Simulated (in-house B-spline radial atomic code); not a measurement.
Configurations of Mg2+, with energies counted from [He] 2s2 2p6. Method: Dirac-Hartree-Fock, average of configuration, Fermi nucleus of rms radius 3.057 fm. Calculated with a B-spline radial code for spherical atoms. Energies include first-order Breit, QED and recoil terms.

Occupations are held fixed; configurations that lie above the ionisation limit could autoionise.

```json
{"configuration": "[He] 2s2 (2p1/2)1 (2p3/2)4 3s1", "E - E(ref) (eV)": "51.972", "highest orbital": "3s1/2", "its <r> (bohr)": "2.336"}
{"configuration": "[He] 2s2 (2p1/2)2 (2p3/2)3 (4d5/2)1", "E - E(ref) (eV)": "70.674", "highest orbital": "4d5/2", "its <r> (bohr)": "6.76"}
{"configuration": "[He] 2s2 (2p1/2)1 (2p3/2)4 (4f5/2)1", "E - E(ref) (eV)": "71.138", "highest orbital": "4f5/2", "its <r> (bohr)": "5.995"}
{"configuration": "[He] 2s2 (2p1/2)1 (2p3/2)4 (5g7/2)1", "E - E(ref) (eV)": "73.895", "highest orbital": "5g7/2", "its <r> (bohr)": "9.166"}
{"configuration": "[He] 2s1 2p6 (4p3/2)1", "E - E(ref) (eV)": "109.3", "highest orbital": "4p3/2", "its <r> (bohr)": "5.65"}
{"configuration": "[He] 2s1 2p6 (6g9/2)1", "E - E(ref) (eV)": "116.23", "highest orbital": "6g9/2", "its <r> (bohr)": "14.67"}
```

Question: Order these further configurations by energy, lowest first.
A. [He] 2s2 (2p1/2)2 (2p3/2)3 (3p1/2)1
B. [He] 2s1 2p6 (6d3/2)1
C. [He] 2s1 2p6 (5d3/2)1
D. [He] 2s2 (2p1/2)1 (2p3/2)4 (3d3/2)1
E. [He] 2s2 (2p1/2)2 (2p3/2)3 (5d5/2)1

Answer: A (57.551 eV), D (64.854 eV), E (73.515 eV), C (114.61 eV), B (116.16 eV).

Question: How far above the reference does [He] 2s1 2p6 (6f5/2)1 lie?

Answer: 116.22 eV; its least bound orbital is 6f5/2 with <r> = 15.99 bohr.
